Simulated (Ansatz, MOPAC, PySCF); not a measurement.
Two conformers of CH5NOPb (SMILES C[O][Pb][NH2]), B3LYP-D3(BJ)/def2-TZVP minima.
Conformer 1 (charge 0, multiplicity 1, Z-matrix in Å and degrees):
```
C
H 1 1.0955
H 1 1.0992 2 107.49
H 1 1.0992 2 107.48 3 -115.48
O 1 1.4045 2 109.13 4 -122.27
Pb 5 2.1112 1 124.43 2 179.89
N 6 2.1386 5 94.99 1 0.06
H 7 1.0100 6 124.39 5 -179.96
H 7 1.0100 8 110.95 6 179.99
```
Conformer 2 (charge 0, multiplicity 1, Z-matrix in Å and degrees):
```
O
C 1 1.4045
H 2 1.0972 1 110.48
H 2 1.0973 3 107.63 1 -120.73
H 2 1.1015 3 107.10 4 -114.87
Pb 1 2.1143 2 122.99 3 120.77
N 6 2.1200 1 89.28 2 -180.00
H 7 1.0088 6 126.97 1 -179.99
H 7 1.0105 8 112.24 6 -179.94
```

No zero-point or thermal terms.

The state that AM1 reach isn't checked.

The values were computed with Ansatz (a first-principles code); MOPAC for AM1 (differences of heats of formation); PySCF for M06-2X. Values without a source in brackets are computed. In def2 rows elements past Kr take small-core potentials, without spin–orbit coupling.

Task: One of these levels gives 1.27 kcal/mol for the electronic energy of conformer 2 less that of conformer 1. Which?
A. r2SCAN/def2-TZVPP
B. AM1
C. revPBE/def2-TZVPP
D. M06-2X/def2-TZVPP

Result: D, M06-2X/def2-TZVPP. The others give 2.60 (AM1), 0.28 (revPBE/def2-TZVPP), 0.68 (r2SCAN/def2-TZVPP)
